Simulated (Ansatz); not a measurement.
H2OSi, SMILES `O[SiH]` (lower singlet; H–O–Si–H torsion 180°) (charge 0, multiplicity 1). This singlet lies 1.72 eV below the relaxed triplet at the level composite: frozen-core CCSD(T) with HF/cc-pVQZ and the correlation energy extrapolated as X^-3 from cc-pVTZ and cc-pVQZ, plus CCSDT(Q) minus CCSD(T) in cc-pVDZ // PBE0-D3(BJ)/def2-TZVP (Ansatz, a program for electronic structure).

Cartesian coordinates (Å):
SMILES: [SiH]O
```xyz
4

O     -0.6860    -0.3627    -0.0515
Si     0.5806     0.6961     0.0929
H     -1.5513     0.0527    -0.0056
H      1.6567    -0.3861    -0.0358
```
Charge 0, spin multiplicity 1.

Frozen-core energies in cc-pVDZ from Ansatz at a geometry from PBE0-D3(BJ)/def2-TZVP; the HF reference has <S^2> = 0.00 (restricted, and unstable towards unrestricted orbitals) and the T1 diagnostic is 0.018.

```csv
level,energy (Ha)
HF,-364.94474
MP2,-365.21961
CCSD,-365.24330
CCSD(T),-365.25055
```

Problem. Estimate the energies of CCSDT, CCSDT(Q) and CCSDTQ, and give each level's difference from CCSDTQ.

Solution. 
```tsv
level	energy (Ha)	difference from CCSDTQ (mHa)
MP2	-365.21961	32.35
CCSD	-365.24330	8.66
CCSD(T)	-365.25055	1.41
CCSDT	-365.25119	0.77
CCSDT(Q)	-365.25205	-0.09
CCSDTQ	-365.25196	0.00
```
